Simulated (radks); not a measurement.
Results of a calculation; reference values are marked as such.
Mean orbital radii <r> (bohr) of the mercury ion Hg+, [Xe] 4f14 5d10 6s1, at several levels of relativity; Dirac values are averaged over j with weights 2j + 1. Spin-unpolarised spherical Kohn-Sham, LDA (Slater exchange, Perdew-Wang correlation), point nucleus unless stated (finite: rms radius 5.4648 fm), a radial shooting solver on a logarithmic mesh with Libxc functionals. A level marked "c x" has the speed of light scaled by that factor.

shell       non-rel.   Dirac  Dirac, finite nucleus  Dirac, c x 100  change of magnitude, last against first (%)
3p            0.1913  0.1811                 0.1811          0.1913                                        0.00
3d            0.1669  0.1651                 0.1651          0.1669                                        0.00
4s            0.4416  0.3993                 0.3994          0.4416                                        0.00
4p            0.4451  0.4242                 0.4242          0.4451                                        0.00
4d            0.4517  0.4494                 0.4494          0.4517                                        0.00
4f            0.4715  0.4832                 0.4832          0.4715                                        0.00
5s            0.9995  0.9014                 0.9017          0.9995                                        0.00
5p             1.083   1.036                  1.036           1.083                                        0.00
5d             1.444   1.475                  1.475           1.444                                        0.00
6s             2.819   2.494                  2.495           2.818                                        0.00
6p (empty)     3.524   3.359                  3.359           3.524                                        0.00
7s (empty)     7.138   6.602                  6.604           7.138                                        0.00
